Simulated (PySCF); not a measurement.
Ge(F)(Br)2(OH), HBr₂FGeO, SMILES [OH][Ge]([F])([Br])[Br], PBE0/def2-SVP optimised geometry.

```
6

O     -1.14     0.59     0.00
Ge    -0.59    -1.07     0.00
F      1.14    -1.07     0.00
Br    -1.32    -2.04     1.90
Br    -1.22    -2.20    -1.87
H     -0.90     1.07    -0.80
```

Density from PySCF with PBE0/def2-TZVP at that geometry.

Minimum of the electron density along straight lines between bonded atoms, close to the bond critical point (lines longer than 1.1 times the sum of covalent radii, or with two minima, are not listed):

```
bond     length / Å  ρ at the minimum / e bohr⁻³  ∇²ρ there / e bohr⁻⁵  position (fraction from the first atom)
-------  ----------  ---------------------------  --------------------  ---------------------------------------
O1–Ge2        1.746                        0.156                     ?                                     0.53
Ge2–F3        1.726                        0.147                     ?                                     0.48
Ge2–Br4       2.259                        0.103                  0.05                                     0.43
Ge2–Br5       2.277                        0.100                  0.05                                     0.43
O1–H6         0.966                        0.351                     ?                                     0.81
```

Q: Fill in the missing entries.

A: 
- O1–Ge2, ∇²ρ there / e bohr⁻⁵: 0.72
- Ge2–F3, ∇²ρ there / e bohr⁻⁵: 0.83
- O1–H6, ∇²ρ there / e bohr⁻⁵: -2.39
